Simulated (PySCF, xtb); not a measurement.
Cu(OH)(PH3) (CuH4OP), SMILES [OH][Cu]<-[PH3], multiplicity 1. Other conformers were not sampled.

Harmonic wavenumbers (cm⁻¹) from xtb with GFN2-xTB at its own minimum, in rising order: 30, 95, 106, 296, 374, 383, 549, 696, 1089, 1112, 1116, 2374, 2393, 2405, 3665.

Q: What does PySCF 2.14.0 with PBE0-D3(BJ)/def2-SVP give at its own minimum? (The exact figures need the calculation; the answer reports its results.)

A: 35, 114, 115, 326, 445, 457, 648, 688, 1019, 1115, 1121, 2454, 2459, 2470, 3899. Paired by order, the mean absolute difference is 56 cm⁻¹ and the zero-point energies are 23.8 and 24.8 kcal/mol.
